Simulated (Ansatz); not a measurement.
Species: CH$_{3}$BClS (charge 0, doublet). It need not be the lowest isomer of its formula. 
Structure (B3LYP-D3(BJ)/def2-TZVP (Ansatz, a first-principles code) minimum search):
SMILES: CS[B]Cl
```xyz
7

C     -1.6870    -0.3234    -0.7569
S     -0.6708     1.1674    -0.3800
B      0.8041     0.5711     0.3354
Cl     1.3239    -1.0470     0.6733
H     -1.9024    -0.8653     0.1599
H     -1.1579    -0.9640    -1.4572
H     -2.6118     0.0342    -1.2045
```
Charge 0, spin multiplicity 2.

Atomisation energy built up term by term with Ansatz (kcal/mol; UHF references for open shells; valence terms freeze the core; atomic spin-orbit terms are left out). Basis-set limits of correlation are two-point, X^-3; Hartree-Fock from the larger set.

| term | basis | kcal/mol |
|---|---|---|
| Hartree-Fock | aug-cc-pV(Q+d)Z | (withheld) |
| CCSD correlation | CBS(aug-cc-pV(T+d)Z,aug-cc-pV(Q+d)Z) | 131.65 |
| (T) | CBS(aug-cc-pV(T+d)Z,aug-cc-pV(Q+d)Z) | (withheld) |
| core correlation | cc-pwCVTZ | 2.72 |
| scalar relativity (X2C) | cc-pVTZ-DK against cc-pVTZ | -0.81 |
| sum: De |  | (withheld) |

Complete the blanks.


- Hartree-Fock, kcal/mol: 428.54
- (T), kcal/mol: 12.11
- sum: De, kcal/mol: 574.2
